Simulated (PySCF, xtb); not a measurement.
Sn(Cl)3(OSiH3) (Cl3H3OSiSn), SMILES [SiH3][O][Sn]([Cl])([Cl])[Cl].

GFN2-xTB (xtb) at its own geometry gives an orbital gap of 2.12 eV and a dipole moment of 1.15 D.

Coordinates come from a B3LYP-D3(BJ)/def2-SVP optimisation. The def2 effective core potentials stand for the cores of Sn; spin–orbit coupling is left out. One conformer was computed; it need not be the lowest.

Question: What does PBE/def2-TZVP in PySCF give? (An estimate is asked for; the answer gives what the named calculation found.)

Answer: gap 3.42 eV (levels -7.68 and -4.26 eV), dipole 0.69 D.
